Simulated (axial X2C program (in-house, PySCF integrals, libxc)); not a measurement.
# What spin–orbit coupling does to CrCl

All values were computed with an axial X2C code built on PySCF integrals. Spin-free means the one-electron spin-free X2C Hamiltonian; two-component (2c) means X2C with spin–orbit coupling and atomic mean-field two-electron Coulomb and Gaunt terms, so the difference of the two also holds small scalar two-electron terms. Basis: Cr dyall-cv3z [9s10p6d3f2g], Cl dyall-av3z [9s8p3d2f] (cores contracted in-house); Gaussian nuclei, density fitting, unrestricted open shells. Masses: Cr 51.941 u, Cl 34.969 u.

Spin-free state: M_S = 5/2, Λ = 0 (beyond evenly filled blocks: σα, π+α, π-α, δ+α, δ-α); fragments Cr + Cl.

| level | Re (Å) | ωe (cm⁻¹) | De (eV) | μ (D) |
| --- | --- | --- | --- | --- |
| PBE0 | 2.195 | 401.6 | 3.790 | -5.25 |
| HF | 2.277 | 393.1 | 2.816 | -4.13 |
| MP2 | 2.192 | 408.9 | 3.537 | n/a |
| TPSS | 2.186 | 404.8 | 3.973 | -4.58 |

Correlated methods: 13 electrons correlated (number of frozen shells: Cr 3 s, 2 p; Cl 2 s, 1 p), 261 virtual spin orbitals or spinors in MP2.

Dipoles are positive if Cl is the positive end.

Two-component determinant lowest at the distance of the search:

Ω = 5/2 (⟨Sz⟩ = 2.50, ⟨Lz⟩ = 0.00 at HF); fragments Cr + Cl.

| level | Re (Å) | ωe (cm⁻¹) | De (eV) | μ (D) |
| --- | --- | --- | --- | --- |
| PBE0 | 2.195 | 401.2 | 3.782 | -5.25 |
| HF | 2.278 | 392.9 | 2.747 | -4.14 |
| MP2 | 2.192 | 408.7 | 3.494 | n/a |
| TPSS | 2.187 | 404.4 | 3.968 | -4.59 |

(1) From the two tables, how do the constants change at the MP2 level (2c against spin-free)?

The state is one determinant whose occupation by symmetry is held fixed; it was picked as the lowest of a PBE0 search that is not exhaustive. De is counted from the lowest determinant-based energies of the atoms at the same level, without counterpoise correction. Density functionals use the spin component along the axis (collinear). In 2c an atomic determinant is not the ground J level, so De misses part of the atomic spin–orbit lowering. This holds for PBE0, TPSS. Without a current term, density functionals place determinants with orbital angular momentum somewhat too high. With several unpaired electrons one determinant need not be a pure state. This is the top spin component of a Σ state; components of lower Ω are not single determinants and can lie lower.

Answers

(1) At the MP2 level Re is unchanged within 0.001 Å and ωe doesn't move by more than 0.2 cm⁻¹; De changes by -0.043 eV.
